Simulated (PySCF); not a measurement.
A PySCF script (with the pyscf-properties extension) for the NMR shieldings of SMILES C[C@H](CCl)[Si](Cl)(Cl)Cl, C3H6Cl4Si, on a GFN2-xTB geometry:

```python
import basis_set_exchange as bse
import numpy as np
from pyscf import gto, dft
from pyscf.prop import nmr

atoms = """
C     0.246606   -1.488292   -0.236580
C    -0.057904   -0.137105    0.416447
C    -1.464923    0.325615    0.056948
Cl   -2.693213   -0.788309    0.724823
Si    1.245024    1.194917   -0.060465
Cl    1.204310    1.492655   -2.057717
Cl    3.079570    0.568612    0.495533
Cl    0.812715    2.935284    0.874807
H    -0.497288   -2.221288    0.066300
H     1.226808   -1.849257    0.063424
H     0.225588   -1.405311   -1.320994
H    -0.025973   -0.276059    1.502642
H    -1.689087    1.306342    0.475157
H    -1.612910    0.341726   -1.022494
"""
names = dict.fromkeys(["C", "Cl", "Si", "H"], "pcSseg-1")
basis = {el: gto.basis.parse(bse.get_basis(n, elements=[el], fmt="nwchem")) for el, n in names.items()}
mol = gto.M(atom=atoms, basis=basis, charge=0, verbose=0)
mf = dft.RKS(mol, xc="PBE0")
mf.grids.level = 2
mf.grids.alignment = dft.numint.BLKSIZE   # the property module wants whole blocks of grid points
mf.conv_tol = 1e-9
mf.kernel()

calc = nmr.RKS(mf)   # GIAO
C = mf.mo_coeff
Co = C[:, mf.mo_occ > 0]
resp = mf.gen_response(singlet=True, hermi=2)
def vind(x):   # induced exchange potential for any number of trial vectors
    d = np.einsum("pi,xij,qj->xpq", C, 2 * x.reshape(-1, C.shape[1], Co.shape[1]), Co, optimize=True)
    return np.einsum("xpq,pi,qj->xij", resp(d - d.transpose(0, 2, 1)), C, Co, optimize=True).ravel()
mo1, _ = nmr.rhf.solve_mo1(calc, with_cphf=vind)
sigma = calc.kernel(mo1)
for i, s in enumerate(sigma):   # ppm
    print("%2d %-2s %9.2f" % (i, mol.atom_pure_symbol(i), np.trace(s) / 3))
```

Problem. What does it print?

Solution. 
```
 0 C     174.06
 1 C     145.50
 2 C     134.72
 3 Cl    859.32
 4 Si    321.28
 5 Cl    844.30
 6 Cl    829.26
 7 Cl    828.40
 8 H      29.66
 9 H      30.54
10 H      31.06
11 H      30.24
12 H      27.79
13 H      28.44
```

These numbers come from an equivalent density-fitted implementation of the same equations, which agrees with the script to about 0.01 ppm for H and up to a few tenths of a ppm for heavy atoms, so last digits may differ.

Problem. Turn these shieldings into chemical shifts. References, each an isolated molecule treated in the same way: 13C (σ = 186.93 ppm), 29Si (σ = 349.16 ppm), 1H (σ = 31.72 ppm) vs TMS; 35Cl (σ = 949.78 ppm) against HCl.

Solution. Averaging equivalent atoms: C 2: 52.2; C 1: 41.4; C 0: 12.9; Cl 5/6/7: 116; Cl 3: 90; Si 4: 27.9; H 12: 3.93; H 13: 3.28; H 11: 1.48; H 8/9/10: 1.30 ppm. 

Size and cost of the density-fitted run: 201 basis functions, 82 s wall time on 1 thread of an Arm Neoverse N1, shared host; peak memory 0.88 GiB.
